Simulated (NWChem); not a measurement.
Program: NWChem. System: heptafluoropropane (C3HF7), charge 0, spin multiplicity 1, at a geometry optimised with PBE0/def2-SVP. Level: G0W0@PBE0/def2-SVP, RI basis def2-svp-rifit.

The NWChem input:

```
start mol
memory heap 200 mb stack 700 mb global 1700 mb
geometry units angstroms nocenter noautoz
  F      1.811313     0.076960     0.000000
  C      0.527219     0.509638     0.000000
  C     -0.140657     0.027566    -1.288668
  F      0.536346     0.498041    -2.330542
  F     -1.388654     0.480692    -1.358197
  F     -0.162882    -1.295017    -1.369319
  C     -0.140657     0.027566     1.288668
  F     -0.162882    -1.295017     1.369319
  F      0.536346     0.498041     2.330542
  F     -1.388654     0.480692     1.358197
  H      0.496182     1.611857     0.000000
  symmetry group Cs
end
basis spherical
  * library def2-svp
end
basis "ri basis" bse spherical
  * library def2-svp-rifit
end
dft
  xc pbe0
  iterations 100
  direct
  tolerances tight
end
task dft energy
gw
  states alpha occ 4 vir 2
end
task dft gw
```

Part of the output:

```
             Northwest Computational Chemistry Package (NWChem) 7.3.0
             --------------------------------------------------------

                                NWChem Input Module
                                -------------------

 Scaling coordinates for geometry "geometry" by  1.889725989
 (inverse scale =  0.529177249)

 Turning off AUTOSYM since
 SYMMETRY directive was detected!

                             Geometry "geometry" -> ""
                             -------------------------

 Output coordinates in angstroms (scale by  1.889725989 to convert to a.u.)

  No.       Tag          Charge          X              Y              Z
 ---- ---------------- ---------- -------------- -------------- --------------
    1 F                    9.0000     1.81131300     0.07696000     0.00000000
    2 C                    6.0000     0.52721900     0.50963800     0.00000000
    3 C                    6.0000    -0.14065700     0.02756600    -1.28866800
    4 F                    9.0000     0.53634600     0.49804100    -2.33054200
    5 F                    9.0000    -1.38865400     0.48069200    -1.35819700
    6 F                    9.0000    -0.16288200    -1.29501700    -1.36931900
    7 C                    6.0000    -0.14065700     0.02756600     1.28866800
    8 F                    9.0000    -0.16288200    -1.29501700     1.36931900
    9 F                    9.0000     0.53634600     0.49804100     2.33054200
   10 F                    9.0000    -1.38865400     0.48069200     1.35819700
   11 H                    1.0000     0.49618200     1.61185700     0.00000000

 Effective nuclear repulsion energy (a.u.)     665.4826222045

            Nuclear Dipole moment (a.u.)
            ----------------------------
        X                 Y               Z
 ---------------- ---------------- ----------------
     0.0000170075     0.0000094486     0.0000000000

      Symmetry information
      --------------------

 Group name             Cs
 Group number              2
 Group order               2
 No. of unique centers     7

      Symmetry unique atoms

     1    2    3    4    5    6   11


 Summary of "ao basis" -> "" (spherical)
 ------------------------------------------------------------------------------
       Tag                 Description            Shells   Functions and Types
 ---------------- ------------------------------  ------  ---------------------
 *                          def2-svp                  on all atoms

 new library libraries.bse/

 Summary of "ri basis" -> "" (spherical)
 ------------------------------------------------------------------------------
       Tag                 Description            Shells   Functions and Types
 ---------------- ------------------------------  ------  ---------------------
 *                       def2-svp-rifit               on all atoms

                                 NWChem DFT Module
                                 -----------------

 Summary of "ao basis" -> "ao basis" (spherical)
 ------------------------------------------------------------------------------
       Tag                 Description            Shells   Functions and Types
 ---------------- ------------------------------  ------  ---------------------
 F                          def2-svp                 6       14   3s2p1d
 C                          def2-svp                 6       14   3s2p1d
 H                          def2-svp                 3        5   2s1p

 Summary of "ao basis" -> "ao basis" (spherical)
[...]
     6      0.363652   1 F  pz               20      0.328749   2 C  pz
     9     -0.267842   1 F  pz               34     -0.191036   3 C  pz
    90     -0.191036   7 C  pz               48     -0.189735   4 F  pz
   118     -0.189735   9 F  pz               62     -0.158581   5 F  pz
   132     -0.158581  10 F  pz               51      0.136000   4 F  pz

 Vector   42  Occ=0.000000D+00  E= 4.801190D-02  Symmetry=a'
              MO Center=  5.0D-01,  4.3D-01,  2.3D-14, r^2= 2.7D+00
   Bfn.  Coefficient  Atom+Function         Bfn.  Coefficient  Atom+Function
  ----- ------------  ---------------      ----- ------------  ---------------
    21      0.727774   2 C  px              142      0.676735  11 H  s
     3     -0.511383   1 F  s                17     -0.486932   2 C  s
    22     -0.387161   2 C  py               18      0.333960   2 C  px
     7      0.308891   1 F  px                4     -0.270080   1 F  px
    31      0.236697   3 C  s                87      0.236697   7 C  s

 Vector   43  Occ=0.000000D+00  E= 6.580415D-02  Symmetry=a'
              MO Center=  3.1D-01,  1.4D+00,  8.4D-15, r^2= 3.2D+00
   Bfn.  Coefficient  Atom+Function         Bfn.  Coefficient  Atom+Function
  ----- ------------  ---------------      ----- ------------  ---------------
   142      1.796050  11 H  s                17     -1.215332   2 C  s
    22     -0.796140   2 C  py               19     -0.281072   2 C  py
    35     -0.236254   3 C  px               91     -0.236254   7 C  px
   141      0.171475  11 H  s                33     -0.162514   3 C  py
    89     -0.162514   7 C  py               16     -0.161670   2 C  s

 Vector   44  Occ=0.000000D+00  E= 1.350749D-01  Symmetry=a"
              MO Center=  9.4D-02,  2.1D-01, -3.5D-15, r^2= 3.0D+00
   Bfn.  Coefficient  Atom+Function         Bfn.  Coefficient  Atom+Function
  ----- ------------  ---------------      ----- ------------  ---------------
    23      1.084906   2 C  pz               31      0.753675   3 C  s
    87     -0.753675   7 C  s                37      0.640523   3 C  pz
    93      0.640523   7 C  pz               36     -0.402995   3 C  py
    92      0.402995   7 C  py               73     -0.374707   6 F  s
   101      0.374707   8 F  s                35      0.352022   3 C  px

 center of mass
 --------------
 x =  -0.00790363 y =  -0.02394390 z =  -0.00000000

 moments of inertia (a.u.)
 ------------------
        1697.460034190613           2.221823884220          -0.000000000000
           2.221823884220        1925.400893434246          -0.000000000000
          -0.000000000000          -0.000000000000         854.780799522775

     Multipole analysis of the density
     ---------------------------------

     L   x y z        total         alpha         beta         nuclear
     -   - - -        -----         -----         ----         -------
     0   0 0 0     -0.000000    -41.000000    -41.000000     82.000000

     1   1 0 0     -0.014737     -0.007377     -0.007377      0.000017
     1   0 1 0      0.541888      0.270939      0.270939      0.000009
     1   0 0 1      0.000000      0.000000      0.000000      0.000000

     2   2 0 0    -40.369966   -148.823820   -148.823820    257.277674
     2   1 1 0      0.581479     -0.083762     -0.083762      0.749002
     2   1 0 1      0.000000      0.000000      0.000000      0.000000
     2   0 2 0    -37.186712    -95.424998    -95.424998    153.663285
     2   0 1 1     -0.000000     -0.000000     -0.000000      0.000000
     2   0 0 2    -40.349681   -349.871310   -349.871310    659.392939

 Task  times  cpu:       11.0s     wall:       11.0s

                                NWChem Input Module
                                -------------------

                                 NWChem GW Module
                                 ----------------

                             ***********************
                             ***        GW       ***
                             ***********************

 Summary of "ri basis" -> "ri basis" (spherical)
 ------------------------------------------------------------------------------
       Tag                 Description            Shells   Functions and Types
 ---------------- ------------------------------  ------  ---------------------
 F                       def2-svp-rifit             16       48   6s5p4d1f
 C                       def2-svp-rifit             16       48   6s5p4d1f
 H                       def2-svp-rifit              6       14   3s2p1d

                 Memory Information
                 ------------------
          Available GA per process is          1699.8 MBs
          Available stack per process is        700.0 MBs
          Available heap per process is           0.0 MBs

          Peak memory in Initialization
              Peak GA per process is                 25.3 MBs
              Peak stack per process is               0.2 MBs
              Peak heap per process is               26.1 MBs
              Memory not in MA per process            0.0 MBs

          Peak memory in AFF Calculation
              Peak GA per process is                178.0 MBs
              Peak stack per process is             138.7 MBs
              Peak heap per process is                0.0 MBs
              Memory not in MA per process          138.7 MBs

          Computing 2-center integrals
          Computing Inverse Cholesky factor
          Computing 3-center integrals
          Computing V_xc ...

          Computing Sigma_x
          Computing RPA polarizability
          Solving quasiparticle equations

                  Alpha Orbitals
          State     Energy (eV)     Error (eV)
          -----------------------------------
@GW        38        -14.965           0.002
@GW        39        -14.806           0.002
@GW        40        -13.525           0.002
@GW        41        -13.030           0.005
@GW        42          4.541           0.002
@GW        43          4.446           0.002

   Applying  -2.2956 eV scissor-shift to rest of particle states

   Applying   3.2341 eV scissor-shift to rest of hole states

     GW Timing Statistics
   ------------------------
   Init.   :          0.1s
     ERIs  :          2.1s
     Distr.:          0.1s
     Vxc   :          1.5s
   Sigma_x :          0.0s
   RPA     :         18.1s
   Wmn     :          0.1s
   Sigma_c :          0.1s
   GW total:         22.0s

 Task  times  cpu:       22.0s     wall:       22.0s

 Total times  cpu:       33.1s     wall:       33.1s
```
